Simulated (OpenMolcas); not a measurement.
A calculation on Ir7+.

- Program: OpenMolcas 26.06
- Method: CASSCF
- Basis: ANO-RCC-VTZP [8s7p5d3f1g]
- Scalar Hamiltonian: DKH2, point nucleus
- Active space: 2 electrons in 5 orbitals (5d)
- State averaging: 2S+1 = 3 even, 10 roots; 2S+1 = 1 even, 15 roots kept (CI in the orbitals of an earlier block)
- Spin-orbit coupling: state interaction with AMFI integrals over the reference wave functions, term energies averaged over their components

(1) Which level of the active space comes out lowest?

(2) How high does 5d2 3P0 lie?

(3) How high does 5d2 1G4 lie?

(4) How high does 5d2 3F4 lie?

(5) The level at 3.0693 eV has J = 2. What is it made of, and what is its g factor?

Measured values: van het Hof, Joshi, Wyart and Sugar, J. Res. Natl. Inst. Stand. Technol. 100, 687 (1995).

Answers

(1) 5d2 3F2, with 88 % of that term; it is also the measured ground level.

(2) 2.4464 eV above the lowest level; measured 2.1392 eV above the ground level, so the calculation is off by +14 %.

(3) 4.8366 eV above the lowest level; measured 4.4948 eV above the ground level, so the calculation is off by +8 %.

(4) 2.7773 eV above the lowest level; measured 2.6799 eV above the ground level, so the calculation is off by +4 %.

(5) 46 % 5d2 1D2, 44 % 5d2 3P, 9 % 5d2 3F; g = 1.191, against 1.000 from Landé's formula for the pure leading term.

Without dynamic correlation excited terms often stand tens of per cent too high (terms of higher spin than the ground term too low), and those without a measured partner can miss by more than the paired ones. Terms from blocks run as CI alone lack orbitals of their own. Measured partners are found by configuration, term and J. A level has none where our copy of the source lacks it or the pairing is in doubt (some pairs that miss far off the trend of their configuration count as doubtful), and it then counts in no deviation. Only configurations of the active space appear.
